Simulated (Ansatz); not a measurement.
`BC(F)CCl` + CH₃OH → `COC(F)CCl` + BH₃  (substitution at a C–B bond)

Isolated molecules relaxed with PBE0-D4/def2-TZVP in Ansatz; ΔE leaves out vibrations. CCSD(T)/CBS is the MP2 limit (def2-TZVPP, def2-QZVPP) plus CCSD(T) − MP2 in def2-TZVPP, frozen cores. This one scheme is used for every species. Functionals use def2-TZVPP. B3LYP here is the variant with VWN-RPA as its local correlation; programs differ in this. One conformer a species, not always the lowest.

| species | B3LYP energy (Eh) |
| --- | --- |
| `BC(F)CCl` | -664.19958 |
| CH₃OH | -115.77851 |
| `COC(F)CCl` | -753.34473 |
| BH₃ | -26.62450 |

Work out ΔE.

ΔE = (-753.34473) + (-26.62450) − (-664.19958) − (-115.77851) = 0.00886 Eh = +23.3 kJ/mol. CCSD(T)/CBS gives +21.0 kJ/mol.

Largest T1 diagnostic among the species: 0.011.

In def2-TZVPP, CCSD(T) changes the Hartree–Fock value by +7.4 kJ/mol (the triples alone add −0.9 kJ/mol) and MP2 by +9.2 kJ/mol.
